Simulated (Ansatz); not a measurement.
Input and output for AlH7O4Si, SMILES `[OH][Al-]([OH])([OH])[OH+][SiH3]`.

```yaml
crystal:
  periodic: [false, false, false]
  atoms:
    - {symbol: O, position_ang: [-0.809925, -0.244048, -0.987390]}
    - {symbol: Al, position_ang: [-0.171013, -0.954609, 0.516318]}
    - {symbol: O, position_ang: [1.015766, -2.171936, 0.432901]}
    - {symbol: O, position_ang: [-1.403608, -0.968446, 1.693896]}
    - {symbol: O, position_ang: [0.804860, 0.625339, 0.430582]}
    - {symbol: Si, position_ang: [0.285561, 1.520875, -0.990627]}
    - {symbol: H, position_ang: [-1.750120, -0.136488, -1.131795]}
    - {symbol: H, position_ang: [0.847786, -3.095879, 0.598458]}
    - {symbol: H, position_ang: [-1.359210, -1.489872, 2.491555]}
    - {symbol: H, position_ang: [1.582231, 0.943512, 0.891361]}
    - {symbol: H, position_ang: [0.793534, 1.067839, -2.302935]}
    - {symbol: H, position_ang: [-1.032167, 2.200866, -0.954625]}
    - {symbol: H, position_ang: [1.216605, 2.668151, -0.672799]}
basis:
  gaussian: {orbitals: x2c-TZVPPall}
hamiltonian: {xc: {name: wB97X}}
output: {forces: true}
```

```sh
$ ansatz run in.yaml --threads 4 --pin off --events-out ev --progress --plain --max-ram 11315MiB
```

Output, abridged:

```
Functional definition: wB97X
1586 factors; their error is unknown
370 factors; integrals over basis functions are off by at most 9.7e-6 eV
mean field evaluation 1: about -22806.4385 eV, gradient 9.3e1 eV
mean field evaluation 2: about -22804.0200 eV, gradient 1.0e2 eV
mean field evaluation 4: about -22819.7382 eV, gradient 1.6e0 eV
mean field evaluation 8: about -22819.7685 eV, gradient 3.8e-2 eV
mean field evaluation 16: about -22819.7685 eV, gradient 2.2e-5 eV
mean field -22819.76848859 eV, -838.6110241611 hartree, gradient 2.2e-5 eV, S^2 0.000000; 0 other end points of the search recorded, 0 dependent functions left out
reference -22819.76844502 eV, -838.6110225598 hartree; 33, 33 occupied and 273, 273 virtual orbitals, 1586 factors
Total energy: -22819.76844502 eV, -838.6110225598 hartree
Relativity: scalar
Atom 0 at    -0.809925    -0.244048    -0.987390 Å, force    -0.261892    -0.032075    -0.031219 eV/Å
Atom 1 at    -0.171013    -0.954609     0.516318 Å, force    -0.016123    -0.045623    -0.004972 eV/Å
Atom 2 at     1.015766    -2.171936     0.432901 Å, force    -0.075264    -0.174530     0.048163 eV/Å
Atom 3 at    -1.403608    -0.968446     1.693896 Å, force     0.047743    -0.120461     0.145491 eV/Å
Atom 4 at     0.804860     0.625339     0.430582 Å, force     0.222517     0.085557     0.147996 eV/Å
Atom 5 at     0.285561     1.520875    -0.990627 Å, force     0.049641     0.245362    -0.181088 eV/Å
Atom 6 at    -1.750120    -0.136488    -1.131795 Å, force     0.138967    -0.038065    -0.011498 eV/Å
Atom 7 at     0.847786    -3.095879     0.598458 Å, force     0.072875     0.120240    -0.033329 eV/Å
Atom 8 at    -1.359210    -1.489872     2.491555 Å, force    -0.051779     0.092611    -0.099899 eV/Å
Atom 9 at     1.582231     0.943512     0.891361 Å, force    -0.127797    -0.048257    -0.062381 eV/Å
Atom 10 at     0.793534     1.067839    -2.302935 Å, force    -0.034057     0.033991     0.097026 eV/Å
Atom 11 at    -1.032167     2.200866    -0.954625 Å, force     0.086701    -0.056384     0.003500 eV/Å
Atom 12 at     1.216605     2.668151    -0.672799 Å, force    -0.051533    -0.062368    -0.017791 eV/Å
Dipole moment:    -0.020457    -0.137547     0.274999 e Å
```

It took 13 s on 4 threads of an Arm Neoverse V2 on a shared host, with 1.3 GiB of host memory at the peak.
